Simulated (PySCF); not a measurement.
## [Ti(F)4] (charge 0, multiplicity 1)

Level of theory: PySCF with TPSSh-D3(BJ)/def2-TZVP // PBE-D3(BJ)/def2-SVP.

```json
{
 "HOMO": "-11.38 eV",
 "dipole_moment": "0.000 e·Å",
 "LUMO": "-3.72 eV",
 "HOMO–LUMO gap": "7.66 eV",
 "charge on the central atom (Mulliken)": "1.66 e",
 "charge on the central atom (meta-Löwdin)": "1.66 e",
 "total_energy": "-1249.3323 Ha",
 "cost": "very roughly 110 core-seconds"
}
```

```xyz
5

Ti     0.0000     0.0000     0.0000
F     -0.9252    -1.4204     0.4110
F      1.4349    -0.4728    -0.8716
F      0.4563     0.8390     1.4595
F     -0.9661     1.0542    -0.9988
```
